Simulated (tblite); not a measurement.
Species: C6H7OS (doublet state).
Structure used (GFN2-xTB), in Å, numbered top down from 1:
```xyz
15
C6H7OS angstrom
C      2.0745    2.0559   -0.5828
C      1.2159    1.4029   -0.0643
C      0.2074    0.5593    0.5505
C      0.7450   -0.4080    1.5418
S     -0.2278   -1.7833    1.0436
O      0.5648   -2.9641    0.7045
C     -0.3750   -0.5302   -0.3702
C     -1.7699   -0.3233   -0.9029
H      2.8160    2.6441   -1.0353
H     -0.5788    1.2154    0.9553
H      1.3562   -0.2319    2.4041
H      0.3308   -0.8157   -1.1492
H     -1.7858    0.5047   -1.6111
H     -2.4608   -0.0988   -0.0921
H     -2.1168   -1.2190   -1.4139
```

Method: GFN2-xTB as coded in tblite; computed harmonic values from a numerical Hessian at the method's own geometry, unscaled. The method is semi-empirical: single wavenumbers can be off by several per cent or more. One conformer, not necessarily the lowest. Open shells enter through the occupations alone, without spin polarisation, and single modes of such species can be off by tens of per cent.

Harmonic wavenumbers (cm⁻¹): 56.9, 122.0, 173.9, 185.0, 208.1, 230.9, 251.8, 355.3, 395.4, 426.1, 431.8, 569.7, 650.6, 659.1, 672.3, 746.7, 881.0, 978.8, 998.2, 1013.9, 1093.5, 1094.9, 1116.5, 1135.1, 1157.0, 1187.6, 1219.8, 1299.6, 1406.1, 1484.3, 1489.2, 2282.0, 2829.2, 2997.1, 3013.3, 3029.8, 3038.2, 3147.4, 3394.1.

A = 2900, B = 1282, C = 1026 MHz; mass 127.022 u (most abundant isotopes); point group C1, symmetry number 1; spin multiplicity 2.

Q: Zero-point energy?

A: ½Σν̃ = 23711 cm⁻¹ = 283.65 kJ/mol.

Q: What is S at 298.15 K and 1 bar for an ideal gas of classical rigid rotors and harmonic oscillators?

A: Translation 169.27, rotation 120.60, vibration 102.52, spin (R ln 2) 5.76: S = 398.2 J/(mol K).

Q: And Cp and H(298.15 K) − H(0)?

A: Cp = 147.27 J/(mol K), of which vibrations give 114.02 (their classical limit is 39 R = 324.3); H(298.15 K) − H(0) = 26.96 kJ/mol without the zero-point energy, 17.04 from vibrations.

Q: Which modes carry the vibrational entropy at 298.15 K?

A: 56.9 cm⁻¹: 19.09; 122.0 cm⁻¹: 12.84; 173.9 cm⁻¹: 10.01; 185.0 cm⁻¹: 9.53; 208.1 cm⁻¹: 8.62; 230.9 cm⁻¹: 7.83 J/(mol K); the other 33 give 34.60 together.

Q: How do the functions run with temperature in this model?

A: 
| T (K) | S (J/(mol K)) | Cp (J/(mol K)) | H − H(0) (kJ/mol) | G − H(0) (kJ/mol) | ln q(vib) |
| --- | --- | --- | --- | --- | --- |
| 100 | 283.9 | 72.1 | 4.90 | -23.48 | 1.06 |
| 200 | 346.7 | 112.3 | 14.20 | -55.15 | 3.20 |
| 300 | 399.1 | 147.9 | 27.23 | -92.49 | 5.50 |
| 500 | 489.0 | 205.2 | 62.93 | -181.57 | 10.05 |
| 800 | 597.8 | 256.7 | 132.97 | -345.26 | 16.40 |
| 1000 | 657.5 | 278.6 | 186.61 | -470.93 | 20.24 |

q(vib) and H(0) count from the zero-point level.

Q: Blend soft modes into free rotors: weight 1/[1 + (100 cm⁻¹/ν̃)⁴] for the oscillator and the rest for a rotor with moment μB/(μ + B), μ = h/(8π²ν), B = 10⁻⁴⁴ kg m². What vibrational entropy results?

A: 97.70 J/(mol K) in place of 102.52, which changes −T·S at 298.15 K by +1.44 kJ/mol.

Q: What must be added to the electronic energy to get the Gibbs energy at 298.15 K and 1 bar?

A: ZPE + [H(298.15 K) − H(0)] − T·S = 283.65 + 26.96 − 118.71 = 191.90 kJ/mol.

Hindered rotation and anharmonicity are outside this model. Other conformers, if any are populated, would add a mixing term that is left out. The structure is chiral; the term R ln 2 for an equal mix with its mirror image is left out.
